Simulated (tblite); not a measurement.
Start geometry of `CO[SiH]1CCPCC1` from a force field or distance geometry (Å):
```
atom  x, y, z in Å
C1     2.9372   -0.6218   -0.2100
O2     1.6593   -0.2455   -0.6249
Si3    0.6094    0.1715    0.6399
C4    -0.2778    1.7457    0.0644
C5    -1.1552    1.4307   -1.1269
P6    -2.4253    0.1538   -0.6496
C7    -1.5225   -1.4338   -0.2569
C8    -0.6714   -1.1476    0.9689
H9     3.0769   -1.6803   -0.5431
H10    3.1256   -0.4856    0.8667
H11    3.6587   -0.0236   -0.8102
H12    1.3324    0.3774    1.8799
H13    0.5065    2.4298   -0.3104
H14   -0.8510    2.1891    0.9017
H15   -0.4621    1.0331   -1.9068
H16   -1.6496    2.3305   -1.5214
H17   -3.0472    0.6197    0.5908
H18   -2.3260   -2.1557    0.0392
H19   -0.9292   -1.7903   -1.1140
H20   -1.3655   -0.7949    1.7734
H21   -0.2319   -2.0853    1.3488
```

What comes out of this run: GFN2-xTB geometry optimisation, gas phase in tblite?

```
atom  x, y, z in Å
C1     2.827   -0.809   -0.234
O2     1.814    0.154   -0.254
Si3    0.619    0.385    0.826
C4    -0.359    1.820    0.073
C5    -1.208    1.398   -1.121
P6    -2.477    0.080   -0.792
C7    -1.371   -1.330   -0.291
C8    -0.552   -1.111    0.980
H9     2.410   -1.817   -0.296
H10    3.416   -0.730    0.682
H11    3.473   -0.633   -1.095
H12    1.150    0.699    2.160
H13    0.313    2.619   -0.242
H14   -1.010    2.241    0.841
H15   -0.571    1.025   -1.929
H16   -1.758    2.258   -1.518
H17   -2.767    0.496    0.517
H18   -2.019   -2.206   -0.180
H19   -0.713   -1.525   -1.144
H20   -1.235   -0.971    1.819
H21    0.009   -2.025    1.195
```

The energy falls by 93.7 kJ/mol over 136 L-BFGS steps, the largest force on an atom goes from 2.94 to 0.010 eV/Å, and the atoms move by 0.351 Å rms after alignment. The bond that changes most is O2–Si3 (silyl ether oxygen to oxygen-bound silicon), which shortens by 0.070 Å. Bonds longer at the end by more than 0.005 Å: 4 of 21; shorter: 13. Among the angles that change most is C1–O2–Si3, from 114.3° to 128.4°. Among the dihedrals that turn most is H9–C1–O2–Si3, from 118° to 63°. Rotational constants go from 2418, 994.6, 855.1 to 2346, 969.3, 846.2 MHz. The orientation of the end geometry is arbitrary; only internal coordinates are fixed.

Time: 1.3 s of wall time. Hardware: an Arm Neoverse V1 with one thread, shared host with 32 logical CPUs at a one-minute load of 23.

Its GFN2-xTB frequencies are all real (lowest 47 cm⁻¹). The numbers are those of one conformer. 3 starts were optimised and ended at 0.00, 0.48 and 0.83 kcal/mol (GFN2-xTB); the lowest of these is shown.

These are computed values.
